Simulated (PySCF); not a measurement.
Two-component Hartree-Fock for Ga⁺ (gallium, charge +1)

Start: [Ar] 3d10 4s2. Calculated with PySCF 2.14 in x2c-TZVPall-2c (6s7p4d1f, 54 functions): generalised Hartree-Fock with the X2C-1e Hamiltonian and a Gaussian nucleus; one run each with spin-orbit coupling (SO) switched off, then screened by Boettger's factors.

```json
{"spinor shell": "1s1/2", "electrons": "2", "ε, spin-free (eV)": "-10449.8", "ε, screened SO (eV)": "-10449.6", "weight of nominal j (screened SO)": "1.000", "rms radius, screened SO (bohr)": "0.0560"}
{"spinor shell": "2s1/2", "electrons": "2", "ε, spin-free (eV)": "-1349.5", "ε, screened SO (eV)": "-1349.4", "weight of nominal j (screened SO)": "1.000", "rms radius, screened SO (bohr)": "0.235"}
{"spinor shell": "2p1/2", "electrons": "2", "ε, spin-free (eV)": "-1171.2", "ε, screened SO (eV)": "-1190.2", "weight of nominal j (screened SO)": "1.000", "rms radius, screened SO (bohr)": "0.209"}
{"spinor shell": "2p3/2", "electrons": "4", "ε, spin-free (eV)": "-1171.2", "ε, screened SO (eV)": "-1162.1", "weight of nominal j (screened SO)": "1.000", "rms radius, screened SO (bohr)": "0.212"}
{"spinor shell": "3s1/2", "electrons": "2", "ε, spin-free (eV)": "-187.28", "ε, screened SO (eV)": "-187.28", "weight of nominal j (screened SO)": "1.000", "rms radius, screened SO (bohr)": "0.698"}
{"spinor shell": "3p1/2", "electrons": "2", "ε, spin-free (eV)": "-131.29", "ε, screened SO (eV)": "-133.94", "weight of nominal j (screened SO)": "1.000", "rms radius, screened SO (bohr)": "0.730"}
{"spinor shell": "3p3/2", "electrons": "4", "ε, spin-free (eV)": "-131.29", "ε, screened SO (eV)": "-130.02", "weight of nominal j (screened SO)": "1.000", "rms radius, screened SO (bohr)": "0.741"}
{"spinor shell": "3d3/2", "electrons": "4", "ε, spin-free (eV)": "-39.919", "ε, screened SO (eV)": "-40.226", "weight of nominal j (screened SO)": "1.000", "rms radius, screened SO (bohr)": "0.891"}
{"spinor shell": "3d5/2", "electrons": "6", "ε, spin-free (eV)": "-39.919", "ε, screened SO (eV)": "-39.713", "weight of nominal j (screened SO)": "1.000", "rms radius, screened SO (bohr)": "0.897"}
{"spinor shell": "4s1/2", "electrons": "2", "ε, spin-free (eV)": "-19.032", "ε, screened SO (eV)": "-19.032", "weight of nominal j (screened SO)": "1.000", "rms radius, screened SO (bohr)": "2.49"}
```

```csv
quantity,spin-free,screened SO
E (hartree),-1941.93307,-1941.99613
M_J,0,0
⟨J²⟩,0.000,0.000
⟨L²⟩,0.000,0.002
⟨S²⟩,0.000,0.002
```

Without spin-orbit coupling the j labels of p, d and f shells carry no meaning; the spin-free column gives the mean over the occupied spinors of each nl shell.
